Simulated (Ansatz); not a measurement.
C$_{2}$H$_{8}$OSSi (`OCSC[SiH3]`). The species carries charge 0 and has multiplicity 1.

```xyz
13

O    -0.4447    0.0567    2.3923
C     0.0970   -0.8949    1.5223
S     1.4001   -0.2609    0.4486
C     0.4369    0.9285   -0.5229
Si   -0.4467    0.0791   -1.9482
H     0.2786    0.4450    2.8951
H    -0.7311   -1.2713    0.9205
H     0.5595   -1.7375    2.0498
H    -0.2437    1.4562    0.1490
H     1.1461    1.6659   -0.9060
H    -1.2883   -1.0330   -1.4341
H    -1.3246    1.0373   -2.6768
H     0.5609   -0.4710   -2.8897
```

Problem. Give the diagnostics of a CCSD(T)/def2-TZVPP run (frozen core, the Gaussian-basis code of Ansatz). (Estimate.)

Solution. Computed: T1 = 0.0115, largest single amplitude 0.010, largest double 0.014, (T) share of the correlation energy 3.9 %, 9 CCSD cycles. The RHF solution is stable towards an unrestricted one. T1 lies under the customary mark of 0.02 for closed shells.
